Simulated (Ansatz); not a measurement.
# Four-centre ligand exchange

Start structure (Si₂H₇ClO, singlet), relaxed at PBE0-D4/def2-TZVP:

| atom | x (Å) | y (Å) | z (Å) |
| --- | --- | --- | --- |
| Si1 | -1.2360 | 0.5112 | 0.0368 |
| Si2 | 0.4356 | -1.0984 | 0.4026 |
| H3 | -0.9511 | 1.2886 | -1.1918 |
| H4 | -2.5361 | -0.2029 | -0.1249 |
| O5 | -1.3030 | 1.6161 | 1.2644 |
| H6 | 2.3838 | 0.2870 | -1.3927 |
| Cl7 | 2.2637 | 0.6681 | -2.6114 |
| H8 | 0.2347 | -1.7861 | 1.7085 |
| H9 | 0.4457 | -2.1191 | -0.6796 |
| H10 | 1.7868 | -0.4616 | 0.4479 |
| H11 | -1.5240 | 1.2972 | 2.1402 |

The step: Si₂H₆O ([OH][SiH2][SiH3]) + HCl → SiH₃ClO ([OH][SiH2][Cl]) + SiH₄; bonds formed: Si1–Cl7, Si2–H6; bonds broken: Si1–Si2, H6–Cl7. Computed with Ansatz 0.2.0 (basis: def2-TZVPP and def2-QZVPP); correlated methods freeze the cores. Extrapolation: Hartree–Fock as exp(−7.88 √X), correlation as X^−2.97. Energies below are by CCSD(T) at an estimated basis limit (MP2 extrapolated from triple and quadruple zeta, plus CCSD(T) − MP2 in triple zeta).

Question: What are the electronic barrier and the energy of the step, from the start structure to the end structure? (An estimate is asked for; the value comes from the calculation.)

Answer: Computed: Barrier 149.8 kJ/mol; step energy -120.8 kJ/mol (downhill); reverse barrier, their difference, 270.6 kJ/mol. Barrier and step energy count from the start structure, the reverse barrier from the end structure.

The saddle point: One imaginary mode of 860i cm⁻¹.
| pair | start (Å) | saddle (Å) | end (Å) |
| --- | --- | --- | --- |
| Si1–Cl7 | 4.39 | 2.56 | 2.05 |
| Si2–H6 | 2.99 | 1.78 | 1.48 |
| Si1–Si2 | 2.35 | 2.54 | 4.03 |
| H6–Cl7 | 1.28 | 1.67 | 3.62 |

Zero-point energy (harmonic, PBE0-D4): ZPE is 166.3 kJ/mol at the start and 166.3 kJ/mol at the saddle, so the barrier goes from 149.8 to 149.8 kJ/mol.

T1 diagnostic: at most 0.014.

Labels in which every atom is bracketed show which atoms are joined, not bond orders.

For scale, one of the runs: CCSD(T)/def2-TZVPP, 255 basis functions (an equivalent command: `ansatz run in.yaml --threads 4`). The run took 2.2 min on 4 CPU threads (shared host), with 5.2 GiB of host memory at its peak.
